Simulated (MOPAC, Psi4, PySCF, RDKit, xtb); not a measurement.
Two geometries of SMILES N[SiH2][SiH2]N (H8N2Si2), relaxed at B3LYP-D3(BJ)/def2-SVP with one dihedral held; other torsions can differ between them too.

Structure A

```
12

N      1.6915     0.5673     0.8657
Si     1.1507    -0.4855    -0.4153
Si    -1.1951    -0.4091    -0.4589
N     -1.7370    -1.4616    -1.7395
H      2.6763     0.5804     1.1179
H      1.3100     1.5081     0.9130
H      1.6400    -1.8621    -0.1064
H      1.6619    -0.1679    -1.7972
H     -1.6209     1.0333    -0.5588
H     -1.7748    -0.9172     0.8201
H     -2.7303    -1.6521    -1.8418
H     -1.3061    -1.3717    -2.6556
```

Structure B

```
12

N     -1.6334     0.5189     0.8200
Si    -1.1848    -0.5451    -0.4845
Si     1.1592    -0.4792    -0.5053
N      1.6217    -1.0583     1.0826
H     -1.0555     0.4787     1.6561
H     -2.6100     0.6517     1.0682
H     -1.6220    -1.9804    -0.3443
H     -1.8009    -0.0546    -1.7544
H      1.7227    -1.2409    -1.6732
H      1.6673     0.9200    -0.6219
H      2.5839    -0.9336     1.3884
H      1.2938    -1.9795     1.3626
```

Q: Which is lower in energy at the level Psi4 with DF-MP2 (frozen core)/cc-pVTZ // B3LYP-D3(BJ)/def2-SVP, and by how much?

A: B is lower, by 0.53 kcal/mol (dihedral N1–Si2–Si3–N4: 180° in A, 60° in B).

E(B) − E(A) in kcal/mol at the other levels, on the same two geometries: MMFF94 // B3LYP-D3(BJ)/def2-SVP (RDKit) -1.95; PBE/def2-TZVP // B3LYP-D3(BJ)/def2-SVP (Psi4) -0.37; PBE-D3(BJ)/def2-TZVP // B3LYP-D3(BJ)/def2-SVP (Psi4) -0.53; HF/cc-pVTZ // B3LYP-D3(BJ)/def2-SVP (Psi4) 0.03; UFF // B3LYP-D3(BJ)/def2-SVP (RDKit) 0.05; AM1, restricted, heats of formation // B3LYP-D3(BJ)/def2-SVP (MOPAC) 1.59; PM7, restricted, heats of formation // B3LYP-D3(BJ)/def2-SVP (MOPAC) -0.04; GFN1-xTB // B3LYP-D3(BJ)/def2-SVP (xtb) 0.82; restricted B3LYP/6-31G*, spherical d // B3LYP-D3(BJ)/def2-SVP (PySCF) -0.21; restricted M06-2X/6-31G*, spherical d // B3LYP-D3(BJ)/def2-SVP (PySCF) -0.62; restricted Hartree-Fock/3-21G // B3LYP-D3(BJ)/def2-SVP (PySCF) 0.01; restricted LDA (SVWN5)/6-31G*, spherical d // B3LYP-D3(BJ)/def2-SVP (PySCF) -0.71.
